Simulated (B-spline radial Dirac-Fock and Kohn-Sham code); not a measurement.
Two-hole binding energies of Os²⁴⁺

System: Os²⁴⁺ in the configuration [Kr] 4d10 4f6.

Input of the calculation (task.json; shells as n, l, electrons):

```json
{"items": [{
  "Z": 76,
  "q": 24,
  "cfg": [[1, 0, 2], [2, 0, 2], [2, 1, 6], [3, 0, 2], [3, 1, 6], [3, 2, 10], [4, 0, 2], [4, 1, 6], [4, 2, 10], [4, 3, 6]],
  "A": 192,
  "rrms": 5.4126,
  "do": ["binding", "quiet", "double"]
}]}
```

Command: `python xray_run.py task.json out`

Model: Dirac-Fock energy differences between relaxed states, corrected for Breit and QED terms. Program: an atomic code on a B-spline grid. U is the two-hole binding energy less the two single-hole energies, the effective repulsion of the holes after relaxation. Each two-hole energy is an average over J within one jj subconfiguration.

```csv
holes,E(a) (eV),E(b) (eV),E(ab) (eV),U (eV)
1s⁻²,74625.1,74625.1,150734.0,1483.8
1s⁻¹ 2p1/2⁻¹,74625.1,13144.1,88231.1,461.9
1s⁻¹ 3p3/2⁻¹,74625.1,3217.6,?,?
1s⁻¹ 3d5/2⁻¹,74625.1,2717.2,77472.8,130.6
2s⁻²,13733.0,13733.0,27727.6,261.6
2s⁻¹ 2p1/2⁻¹,13733.0,13144.1,27128.4,251.3
2p1/2⁻²,13144.1,13144.1,26618.3,330.1
2s⁻¹ 3d5/2⁻¹,13733.0,2717.2,16578.0,127.8
2p1/2⁻¹ 3p3/2⁻¹,13144.1,3217.6,16485.7,123.9
2p3/2⁻¹ 3d3/2⁻¹,11630.6,2788.3,14552.6,133.7
3p3/2⁻²,3217.6,3217.6,6526.9,91.7
3d3/2⁻¹ 3d5/2⁻¹,2788.3,2717.2,5610.6,105.1
3d5/2⁻²,2717.2,2717.2,5537.4,103.1
4d3/2⁻²,981.7,981.7,2011.2,47.7
```

Q: Give the missing two-hole energy and U.

A: E(ab) = 77981.8 eV and U = 139.1 eV.
